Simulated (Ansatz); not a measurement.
A series at B: from `NB(N)N`, ligands are replaced one by one, each step taking up HCl and setting free NH₃; n counts the steps. Ansatz, PBE0-D4/def2-TZVP geometries. Each molecule was computed in one conformer, which needn't be the lowest.

CBS adds triple-zeta CCSD(T) − MP2 to the MP2 limit, frozen cores; atoms without spin–orbit coupling. 

```csv
n,molecule,"atomization energy, CCSD(T)/CBS (kJ/mol)"
0,`NB(N)N`,?
1,`NB(N)Cl`,3007.8
2,`NB(Cl)Cl`,2198.6
3,`ClB(Cl)Cl`,1349.6
```

By hand: fit a straight line y = ȳ + b (n − n̄) to the 3 given rows and predict n = 0.

n̄ = 2.000, ȳ = 2185.33; Σ(n − n̄)(y − ȳ) = -1658.20, Σ(n − n̄)² = 2.000, so b = -829.10 kJ/mol a step. Prediction: 2185.33 + (-829.10) × (-2.000) = 3843.5 kJ/mol.

By hand: compare with the computed value, 3784.6 kJ/mol, and give the steps along the whole series.

The line misses by -58.9 kJ/mol (computed minus predicted). Steps: -776.8, -809.2, -849.0 kJ/mol.

The steps differ by up to 72.2 kJ/mol, small against a whole step but well beyond the method's doubt, so the ligands' effects don't simply add. The miss is 2.4 % of the series' range. The energies themselves are unsure by some kJ/mol a bond, though much of that is common to the series.
